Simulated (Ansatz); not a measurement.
Relaxation of BF$_{4}$H$_{3}$O (9 atoms, charge 0, multiplicity 1), to a largest force component of 0.03 eV/Å in at most 50 steps.

Level of theory: Ansatz 0.2.0, RKS PBE/def2-SVP.

```xyz
9
Properties=species:S:1:pos:R:3
B -1.090 -1.116 0.121
F -1.138 -0.155 1.101
F -1.800 -0.939 -0.978
F -0.472 -2.251 0.376
H 1.313 0.719 -0.538
O 1.023 0.099 -1.234
H 0.435 1.254 1.615
F 1.195 1.715 1.388
H 0.534 0.672 -1.851
```

Q: Where does it end, and by what steps?

A: It converged. After 12 steps the energy has fallen by 0.788 eV; B1 moved furthest, 0.60 Å. Joined: B1–O6.

```tsv
step	energy less start (eV)	largest force component (eV/Å)	accepted
0	0.0000	1.080	yes
1	-0.1661	0.715	yes
2	-0.3477	1.039	yes
3	-0.5973	0.701	yes
4	-0.7015	0.844	yes
5	-0.7717	0.282	yes
6	-0.7804	0.231	yes
7	-0.7863	0.147	yes
8	-0.7873	0.121	yes
9	-0.7870	0.205	no
10	-0.7877	0.030	yes
11	-0.7878	0.038	yes
12	-0.7878	0.010	yes
```

```xyz
9
Properties=species:S:1:pos:R:3
B -0.641 -0.784 -0.092
F -0.902 0.081 1.016
F -1.628 -0.731 -1.030
F -0.206 -2.002 0.297
H 1.046 0.614 -0.207
O 0.635 -0.061 -0.846
H 0.288 1.018 1.352
F 1.135 1.436 1.120
H 0.274 0.430 -1.611
```

Time of the run: 23 s on 2 threads of Arm Neoverse V1 (shared host), peak memory 0.13 GiB.
